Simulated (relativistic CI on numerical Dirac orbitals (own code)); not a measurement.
# Ta LXVI: sensitivity of the levels to the model

Base calculation: Dirac-Coulomb-Breit CI, separate exchange-only KLI orbitals for each configuration, QED by a radiative potential, unscaled Slater integrals.

CI space (outside the closed core 1s2): 2s²2p⁴, 2s2p⁵, 2p⁶, 2p⁵3s, 2p⁵3p, 2s²2p³3s, 2p⁵3d, 2s²2p³3p, 2s²2p³3d, 2s2p⁴3s, 2s2p⁴3p, 2s2p⁴3d, 2s²2p³4s, 2s²2p³4p, 2s²2p³4d, 2s²2p³4f, 2s²2p²3s², 2s2p⁴4s, 2s²2p²3s3p, 2s2p⁴4p, 2s²2p³5s, 2s2p⁴4d, 2s²2p²3s3d, 2s2p⁴4f, 2s²2p³5p, 2s²2p²3p², 2s²2p³5d, 2s²2p³5f, 2s²2p³5g, 2s²2p²3p3d, 2s2p³3s², 2s²2p²3d², 2s2p³3s3p, 2s2p³3s3d, 2s2p³3p², 2s2p⁴5s. Levels of other configurations are missing.

Variants: (1) configuration mixing switched off; (2) one mean potential for all configurations. Shifts of the energy above 2s²2p⁴ ³P2, in eV, for the lowest level and the first level of each name with at least 55 % of one term (blank where a level changes its place among those of its configuration and J or its character, or is not in the variant):

| Level | Base | Δ(1) | Δ(2) |
| --- | --- | --- | --- |
| 2s²2p⁴ ³P2 | 0.00 | 0.00 | 0.00 |
| 2s²2p⁴ ¹S0 | 59.85 | +2.12 | -0.01 |
| 2s²2p⁴ ³P1 | 1314.57 | -0.25 | +0.09 |
| 2s²2p⁴ ¹D2 | 1333.49 | -0.24 | +0.09 |
| 2s2p⁵ ³P°2 | 1714.88 | -0.26 | +0.26 |
| 2s2p⁵ ¹P°1 | 1798.11 | +0.13 | +0.26 |
| 2s²2p⁴ ³P0 | 2672.83 | +4.16 | +0.18 |
| 2s2p⁵ ³P°0 | 3041.35 | -0.42 | +0.26 |
| 2s2p⁵ ³P°1 | 3079.69 | -0.21 | +0.26 |
| 2p⁶ ¹S0 | 3551.97 | -6.17 | +0.65 |
| 2s²2p³3p ³P0 | 8955.47 | +0.68 | -0.55 |
| 2s²2p³3d ³P°0 | 9034.21 | +0.35 | -0.86 |
| 2s²2p³3s ³S°1 | 9714.07 | +0.58 | -0.19 |
| 2s²2p³3s ³D°3 | 9726.62 | +0.46 | -0.05 |

At this charge energies of transitions that change n are usually good to better than 1 %, and those within a shell (Δn = 0) to a few per cent.

Ionisation energy from the two ground configurations alone: base 15818.7 eV. The NIST ASD value (theoretical) is 15820 eV.

LS names give the leading component of a level, which can be under half, so a name can repeat, a term be missing and a line seem to break the LS rules.
